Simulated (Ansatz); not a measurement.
Computed with Ansatz on PBE0-D4/def2-TZVP structures; ΔE is electronic, products minus reactants. CCSD(T)/CBS adds triple-zeta CCSD(T) − MP2 to the extrapolated MP2 energy (def2 sets, frozen cores). DFT in def2-TZVPP. Each species was taken in one conformer, which may not be the lowest.

Reaction (formal exchange of groups at the Si–B bond): `[SiH3]BS[SiH3]` + `BN=C` → `C=NB[SiH3]` + `BS[SiH3]`

```csv
level,ΔE (kJ/mol)
r2SCAN-D4,-7.1
CCSD/def2-SVP,-5.2
```

Problem. What does CCSD(T)/CBS give? (An estimate is asked.)

Solution. Computed: -5.0 kJ/mol. The listed levels differ from it by -2.1, -0.2 kJ/mol.

Largest T1 diagnostic among the species: 0.017.

Leaving LDA and LC-ωPBE aside and taking each functional with its dispersion term where it has one, the values, not all of them listed here, spread over 3.1 kJ/mol, from r2SCAN-D4 to BHLYP-D4.
